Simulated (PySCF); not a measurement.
## Excitation energy of Co(2+) by level of theory

Co(2+) [Ar] 3d7 (4F) → Co(2+) [Ar] 3d6 4p1 (high-spin determinant), as a difference of total energies. Computed with PySCF 2.14 in x2c-TZVPPall with one added diffuse shell each of s, p, d, f type (7s6p5d3f1g, 80 functions), with the spin-free X2C one-electron Hamiltonian (Gaussian nucleus). Correlated levels: valence: [Ar] frozen. The calculations carry no spin-orbit coupling.

```
           method  excitation energy (eV)
              UHF                  10.648
    MP2 (valence)                  12.078
SCS-MP2 (valence)                  12.351
   CCSD (valence)                  11.882
CCSD(T) (valence)                  11.903
```

Question: How much does correlation contribute at CCSD(T) (valence)?

Answer: 11.903 − (10.648) = 1.255 eV, measured against UHF.

The determinant of the upper state mixes LS terms, which raises its energy above the lowest term, most at the Hartree-Fock and MP2 levels.
